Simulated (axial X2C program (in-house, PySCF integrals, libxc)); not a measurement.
**Ionising PBr**

Calculated with an axial X2C code built on PySCF integrals, spin-free (one-electron X2C) or two-component (2c: spin–orbit coupling with atomic mean-field Coulomb and Gaunt terms, which also bring small scalar terms), in Dyall basis sets with cores contracted in-house; open shells are unrestricted.

Basis sets: Br dyall-cv3z, P dyall-v3z. Frozen shells (counts by l): PBr Br 3s2p1d, P 2s1p, 12 electrons correlated; PBr⁺ Br 3s2p1d, P 2s1p, 11 electrons correlated. Coupled cluster in natural virtuals with an MP2 remainder. Where the outer core of a metal is frozen, bonds come out longer and ionisation energies lower.

```
Hamiltonian    level       PBr state  Re (Å)  ωe (cm⁻¹)  De (eV)
  spin-free       HF  M_S = 1, Λ = 0   2.200      432.9     1.44
  spin-free     PBE0  M_S = 1, Λ = 0   2.177      440.5     3.00
  spin-free     CCSD  M_S = 1, Λ = 0   2.194      429.3     2.44
  spin-free  CCSD(T)  M_S = 1, Λ = 0   2.197      425.5     2.57
         2c       HF           Ω = 1   2.201      432.0     1.28
         2c     CCSD           Ω = 1   2.195      428.5     2.30
         2c  CCSD(T)           Ω = 1   2.198      424.7     2.43
```

Adiabatic ionisation energy (minimum to minimum, no zero-point term) and constants of PBr⁺:

```json
{"Hamiltonian": "spin-free", "level": "HF", "PBr⁺ state": "M_S = 1/2, Λ = 1", "IE (eV)": "9.05", "Re (Å)": "2.052", "ωe (cm⁻¹)": "562.7", "De (eV)": "2.29", "fragments": "Br + P+"}
{"Hamiltonian": "spin-free", "level": "PBE0", "PBr⁺ state": "M_S = 1/2, Λ = 1", "IE (eV)": "9.16", "Re (Å)": "2.059", "ωe (cm⁻¹)": "547.9", "De (eV)": "4.36", "fragments": "Br + P+"}
{"Hamiltonian": "spin-free", "level": "CCSD", "PBr⁺ state": "M_S = 1/2, Λ = 1", "IE (eV)": "9.06", "Re (Å)": "2.062", "ωe (cm⁻¹)": "551.6", "De (eV)": "3.79", "fragments": "Br + P+"}
{"Hamiltonian": "spin-free", "level": "CCSD(T)", "PBr⁺ state": "M_S = 1/2, Λ = 1", "IE (eV)": "8.98", "Re (Å)": "2.072", "ωe (cm⁻¹)": "537.5", "De (eV)": "4.04", "fragments": "Br + P+"}
{"Hamiltonian": "2c", "level": "HF", "PBr⁺ state": "Ω = 1/2", "IE (eV)": "8.98", "Re (Å)": "2.053", "ωe (cm⁻¹)": "561.2", "De (eV)": "2.19", "fragments": "Br + P+"}
{"Hamiltonian": "2c", "level": "CCSD", "PBr⁺ state": "Ω = 1/2", "IE (eV)": "9.00", "Re (Å)": "2.063", "ωe (cm⁻¹)": "550.1", "De (eV)": "3.71", "fragments": "Br + P+"}
{"Hamiltonian": "2c", "level": "CCSD(T)", "PBr⁺ state": "Ω = 1/2", "IE (eV)": "8.92", "Re (Å)": "2.072", "ωe (cm⁻¹)": "537.3", "De (eV)": "3.96", "fragments": "Br + P+"}
```

Problem. Add the zero-point terms to the ionisation energy at CCSD(T), 2c, and say whether the electron removed was bonding.

Solution. IE0 = IE + (ωe⁺ − ωe)/2 = 8.92 + (0.007) = 8.93 eV. Re changes by -0.126 Å, but the two determinants differ by more than one electron in one block, so no single orbital tells the change.

Problem. Close the cycle De(PBr⁺) + IE(PBr) = De(PBr) + IE(P) to find the atomic ionisation energy at CCSD(T), 2c.

Solution. IE(P) = 3.96 + 8.92 − 2.43 = 10.45 eV, for the determinants used.

Each entry is the lowest single determinant of a limited PBE0 search at one distance. De goes to single-determinant-based atoms at the same level (for ions the charge split of lowest energy) and is withheld (n/a) where an atom does not fit its ground term or J level. Main or longest-lived isotopes. One determinant is a doubtful description, or other states lie close, for PBr, PBr⁺; these need not be ground states, and all values refer to the states named. Some open-shell Ω = 0 determinants are out of reach, so the Ω given for PBr need not be the lowest component. With several unpaired electrons the Ω given is that of one determinant, not necessarily of the lowest component. Some light 2c atoms are not at their ground J level, so De misses part of their lowering (0.04 eV or less). The functionals have no current term, which raises determinants with orbital currents.
